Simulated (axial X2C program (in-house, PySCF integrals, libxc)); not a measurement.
**LiCo: from the spin-free to the two-component result**

Computed with an in-house relativistic program for diatomic molecules. Spin-free means the one-electron spin-free X2C Hamiltonian; two-component (2c) means X2C with spin–orbit coupling and atomic mean-field two-electron Coulomb and Gaunt terms, so the difference of the two also holds small scalar two-electron terms. Basis: Co dyall-cv3z [9s10p6d3f2g], Li dyall-cv3z [7s8p2d] (cores contracted in-house); Gaussian nuclei, density fitting, unrestricted open shells. Masses: Co 58.933 u, Li 7.016 u.

Spin-free state: M_S = 1, Λ = 2 (beyond evenly filled blocks: σα, δ+α, δ+β, δ-α); fragments Co + Li.

```
  level  Re (Å)  ωe (cm⁻¹)  De (eV)  μ (D)
   PBE0   2.355      366.0    1.226   3.90
     HF   2.661      234.0   -1.620   2.36
   CCSD   2.367      368.3    0.471    n/a
CCSD(T)   2.333      383.5    0.747    n/a
   PW91   2.307      389.9    1.811   4.03
```

Correlated methods: 10 electrons correlated (number of frozen shells: Co 3 s, 2 p; Li 1 s), 224 virtual spin orbitals or spinors in MP2, 90 natural virtuals in coupled cluster.

Dipoles are positive if Li is the positive end.

Two-component determinant lowest at the distance of the search:

Ω = 3 (⟨Sz⟩ = 1.00, ⟨Lz⟩ = 2.00 at HF); fragments Co + Li.

```tsv
level	Re (Å)	ωe (cm⁻¹)	μ (D)
PBE0	2.355	365.9	3.89
HF	2.661	233.8	2.35
CCSD	2.367	368.3	n/a
CCSD(T)	2.333	383.7	n/a
PW91	2.308	389.8	4.02
```

Question: From the two tables, how do the constants change at the CCSD(T) level (2c against spin-free)?

Answer: At the CCSD(T) level Re is unchanged within 0.001 Å and ωe doesn't move by more than 0.2 cm⁻¹.

Occupations by symmetry block were frozen at the best pattern of an incomplete PBE0 search. Dissociation energies refer to the lowest single-determinant-based atoms at the same level and basis. De is not given where an atomic determinant may have missed its ground term or J level, or where the truncated virtual space spoils (T). Density functionals use the spin component along the axis (collinear). CCSD and (T) use frozen natural virtuals with an MP2 correction for the truncation; (T) itself is uncorrected, so its De runs slightly low. Other states lie close and PBE0, whose exact exchange favours high spin, may order them wrongly; the determinant shown need not be the ground state. The nearest other spin-free determinant of the search, M_S = 1, Λ = 3, lies 0.21 eV up at the distance of the search. The functionals have no current-density term, which raises determinants with orbital currents, atoms included. With several unpaired electrons one determinant need not be a pure state. A state of lower Ω lies just above, and one determinant can place such states too high, so the state shown need not be the lowest. The search has Ω = 1 only 0.11 eV up. At some level and bond length an empty orbital lies below a filled one. The determinant is spin-polarised beyond a pure state at some levels (its spin-free form has ⟨S²⟩ too high), which makes Re and μ there less reliable. The T1 diagnostic is large, a sign of multireference character.
